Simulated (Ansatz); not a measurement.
# Nudged elastic band run: CH₄BFO

input.yaml

```yaml
crystal:
  periodic: [false, false, false]
  atoms:
    - { symbol: O, position_ang: [-0.782017, 1.367128, -0.589037] }
    - { symbol: B, position_ang: [-0.029254, 0.76635, 0.34508] }
    - { symbol: C, position_ang: [0.328598, -0.76028, 0.154305] }
    - { symbol: F, position_ang: [-0.236094, -1.226967, -1.028586] }
    - { symbol: H, position_ang: [-1.005688, 0.730857, -1.285994] }
    - { symbol: H, position_ang: [0.347418, 1.413474, 1.294699] }
    - { symbol: H, position_ang: [-0.045424, -1.372959, 0.995452] }
    - { symbol: H, position_ang: [1.422461, -0.917603, 0.114071] }
basis:
  gaussian: { orbitals: def2-SVP }
hamiltonian:
  xc: pbe0
  dispersion: d4
neb:
  order_check: false
  images: 7
  f_tol: 0.05
  max_iterations: 60
  initial_path: linear
  final_atoms:
    - { symbol: O, position_ang: [-0.79861779, 1.42923232, -0.55617578] }
    - { symbol: B, position_ang: [-0.02996965, 0.73769766, 0.31070643] }
    - { symbol: C, position_ang: [0.29952979, -0.79318446, 0.08537463] }
    - { symbol: F, position_ang: [1.0983024, -1.32531886, 1.06854966] }
    - { symbol: H, position_ang: [-1.11779269, 0.91698223, -1.30811221] }
    - { symbol: H, position_ang: [0.39158338, 1.34925206, 1.26389856] }
    - { symbol: H, position_ang: [0.79759735, -0.93481385, -0.89586591] }
    - { symbol: H, position_ang: [-0.64063279, -1.3798471, 0.03161462] }
```

Run as:

```bash
$ ansatz run input.yaml --threads 1 --pin off --max-ram 2048MiB --backend cpu --events-out ev --progress --plain --runs-dir out
```

Output, in part (warnings, iteration lines, the closing report on the highest movable image, with atoms numbered from 0):

```
NEB end point (image 0): max|allowed force component| = 1.205e-2 eV/Å (the criterion of neb.relax_end_points is 1.000e-2)
NEB end point (image 8): max|allowed force component| = 1.077e-2 eV/Å (the criterion of neb.relax_end_points is 1.000e-2)
NEB iter   1: max|band force component| = 1.266e0 eV/Å  barrier→ = 0.4509 eV  barrier← = 0.2234 eV  Δτ_max = 0.1071 Å  (215 SCF iters)
NEB iter   2: max|band force component| = 9.134e-1 eV/Å  barrier→ = 0.3742 eV  barrier← = 0.1467 eV  Δτ_max = 0.0477 Å  (185 SCF iters)
NEB iter   3: max|band force component| = 2.081e-1 eV/Å  barrier→ = 0.3485 eV  barrier← = 0.1209 eV  CI = image 4  Δτ_max = 0.0253 Å  (165 SCF iters)
NEB iter   4: max|band force component| = 1.005e-1 eV/Å  barrier→ = 0.3475 eV  barrier← = 0.1199 eV  CI = image 4  Δτ_max = 0.0073 Å  (165 SCF iters)
NEB iter   5: max|band force component| = 4.935e-2 eV/Å  barrier→ = 0.3472 eV  barrier← = 0.1196 eV  CI = image 4  Δτ_max = 0.0000 Å  (335 SCF iters)
Total energy: -6531.14004220 eV, -240.0149695853 hartree
Atom 0 at    -1.278882     1.135407     0.175234 Å, force     0.018637    -0.013073     0.000154 eV/Å
Atom 1 at     0.018461     0.781231     0.221294 Å, force    -0.016672     0.011035     0.002507 eV/Å
Atom 2 at     0.488184    -0.720084    -0.062051 Å, force    -0.002353     0.012350    -0.021638 eV/Å
Atom 3 at     0.659047    -0.822495    -1.438611 Å, force     0.003209    -0.006632     0.007386 eV/Å
Atom 4 at    -1.874741     0.402087    -0.018795 Å, force    -0.002433     0.004340     0.003206 eV/Å
Atom 5 at     0.803519     1.675037     0.440387 Å, force    -0.001112    -0.001009     0.000921 eV/Å
Atom 6 at    -0.257561    -1.476046     0.252534 Å, force    -0.000218    -0.002487     0.002726 eV/Å
Atom 7 at     1.441972    -0.975137     0.429999 Å, force     0.000943    -0.004524     0.004738 eV/Å
Dipole moment:    -0.238519    -0.276866     0.279165 e Å
```

The forces met the threshold. Another band between the same ends (7 images) ends at a top of the same energy, where a vibrational analysis finds 1 clearly imaginary mode.

Final band (atoms are numbered from 1 in the order of the input):

```
image  path coordinate (Å)  energy (eV)  dihedral O1–B2–C3–F4 (°)
    0                 0.00         0.00                         0
    1                 0.57         0.06                        22
    2                 1.15         0.20                        43
    3                 1.72         0.31                        65
    4                 2.30         0.35                        87
    5                 2.90         0.32                       111
    6                 3.49         0.27                       137
    7                 4.09         0.24                       160
    8                 4.69         0.23                       180
```

Run time: 120 s on 1 thread of Intel(R) Xeon(R) Platinum 8175M CPU @ 2.50GHz (Skylake/Cascade Lake), with other jobs on the host, peak memory 0.24 GiB.
